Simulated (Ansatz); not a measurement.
System: CH4BO2, charge 0, multiplicity 2. SMILES: CB([O])O
Coordinates optimised at B3LYP-D3(BJ)/def2-TZVP (Ansatz, a program for electronic structure):
```
B
O 1 1.3366
O 1 1.3667 2 122.08
H 3 0.9613 1 113.41 2 180.00
C 1 1.5980 2 113.53 3 180.00
H 5 1.0877 1 113.73 2 0.00
H 5 1.0935 6 108.52 1 -120.96
H 5 1.0935 6 108.52 7 -118.08
```
Charge 0, spin multiplicity 2.

Wanted: atomisation energy, in kcal/mol. Terms: spin-orbit terms left out; frozen cores in correlated levels; no dispersion term unless named; non-relativistic; open shells spin-unrestricted; 6-31G* and kin with 6d, 5d where marked; atomisation electronic, to ground-state atoms. Basis-set limits of correlation are two-point, X^-3; Hartree-Fock from the larger set. First-principles rows: single points at B3LYP-D3(BJ) geometries (Ansatz).

| species | coefficient | E at B3LYP/6-31G* (Ansatz), Eh | E at wB97X-V/def2-TZVPD (Ansatz), Eh |
|---|---|---|---|
| CB([O])O | -1 | -215.84609 | -215.86879 |
| B atom | +1 | -24.65435 | -24.65384 |
| C atom | +1 | -37.84628 | -37.84665 |
| H atom | +4 | -0.50027 | -0.50049 |
| O atom | +2 | -75.06062 | -75.06921 |

Coupled cluster (Ansatz) is a level with limits of its own, used here on species with T1 under 0.025 (0.045 for open shells) and stable references: CCSD(T)/CBS(aug-cc-pVTZ,aug-cc-pVQZ). Value to compare with, CCSD(T)/CBS(aug-cc-pVTZ,aug-cc-pVQZ) (Ansatz): 768.8 kcal/mol. 1 Eh = 627.5095 kcal/mol.

**Question.** Compute it at each level from the table, and compare with CCSD(T)/CBS(aug-cc-pVTZ,aug-cc-pVQZ) (Ansatz).

**Answer.** 
- B3LYP/6-31G*: the sum of coefficient times E is 1.22314 Eh, or 767.53 kcal/mol. Result: 767.5 kcal/mol. Its difference against CCSD(T)/CBS(aug-cc-pVTZ,aug-cc-pVQZ) (Ansatz) is -1.3 kcal/mol.
- wB97X-V/def2-TZVPD: the sum of coefficient times E is 1.22792 Eh, or 770.53 kcal/mol. Result: 770.5 kcal/mol. Its difference against CCSD(T)/CBS(aug-cc-pVTZ,aug-cc-pVQZ) (Ansatz) is 1.7 kcal/mol.
